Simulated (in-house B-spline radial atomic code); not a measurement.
Configurations of Cd2+, with energies counted from [Kr] 4d10. Level of theory: non-relativistic HSE06, spin-polarised, spherical fractional occupations, point nucleus; calculated with an all-electron radial atomic-structure program (B-spline basis). Caution: exact exchange at fractional occupations of open shells leaves self-interaction of up to several eV. Shells without spins written out take the highest spin.

Occupations are held fixed; configurations that lie above the ionisation limit could autoionise.

```csv
configuration,E - E(ref) (eV),highest orbital,its <r> (bohr)
[Kr] 4d9 5p1,19.927,5p up,2.94
[Kr] 4d9 5d1,27.86,5d up,4.324
[Kr] 4d9 5f1,34.361,5f up,9.477
[Ar] 3d10 4s2 4p5 4d10 5d1,83.464,5d up,4.305
[Ar] 3d10 4s2 4p5 4d10 5f1,90,5f up,9.459
"[Ar] 3d(4 up, 5 down) 4s2 4p6 4d10 5f(0 up, 1 down)",439.63,5f down,9.541
```

(1) Order these further configurations by energy, lowest first.
A. [Kr] 4d(4 up, 5 down) 5p(1 up, 0 down)
B. [Kr] 4d9 4f1
C. [Ar] 3d10 4s2 4p5 4d10 5s1
D. [Ar] 3d(5 up, 4 down) 4s2 4p6 4d10 4f(1 up, 0 down)
E. [Ar] 3d9 4s2 4p6 4d10 5d1

(2) How far above the reference does [Ar] 3d(5 up, 4 down) 4s2 4p6 4d10 5p(1 up, 0 down) lie?

## Answers

(1) A (20.083 eV), B (31.82 eV), C (68.684 eV), E (433.01 eV), D (437.09 eV).

(2) 425.08 eV; its least bound orbital is 5p up with <r> = 2.919 bohr.
